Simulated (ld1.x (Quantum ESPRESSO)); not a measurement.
# Transferability test, TM semilocal potential for zinc (Zn)

* Element: zinc
* Generator: ld1.x (Quantum ESPRESSO) 7.5
* Type: norm-conserving Troullier–Martins (semilocal form)
* Functional: PBE
* Relativity: scalar-relativistic
* Frozen core: [Ne] 3s2
* Valence charge: 18
* Reference configuration: 3p6 3d9 4s0 4p0 (charge +3)
* Partial waves: 3p (bound): rc 0.70 bohr; 3d (bound): rc 0.90 bohr; 4s (bound, empty): rc 1.45 bohr
* Local potential: the s channel
* Core correction: none

Energies are relative to the spin-unpolarised reference configuration 3p6 3d9 4s0 4p0; without spin polarisation the order of configurations can differ from experiment. The frozen-core shift is the all-electron ΔE with the core orbitals held at their reference shape minus the fully relaxed ΔE.

```
valence configuration  charge  ΔE all-electron (eV)  error AE − PS (meV)  frozen-core shift (meV)
     3p6 3d10 4s2 4p0       0               -68.865                 +148                      +18
     3p6 3d10 4s0 4p0      +2               -40.534                  -15                      +27
      3p6 3d9 4s2 4p0      +1               -50.964                  +25                     -3.4
      3p6 3d9 4s2 4p1       0               -56.621                  +50                     -3.8
   3p6 3d10 4s1.5 4p0    +0.5               -64.924                 +117                      +20
```

(1) What are ΔE and the potential's error for 3p6 3d10 4s1 4p0?

(2) What are ΔE and the potential's error for 3p6 3d8 4s0 4p0?

## Answers

(1) ΔE = -58.977 eV all-electron; the error (AE − PS) is +79 meV.

(2) ΔE = 61.814 eV all-electron; the error (AE − PS) is -42 meV.

ld1.x printed “convergence not achieved” for 5 of the counted tests; their residual had stalled under 1e-8, short of the target of 1e-14. A variational frozen-core shift is positive and of second order in the change. This column holds negative values, so the frozen-core run of ld1.x carries numerical noise or an error of first order here, and the column gives no more than the rough size of the effect.
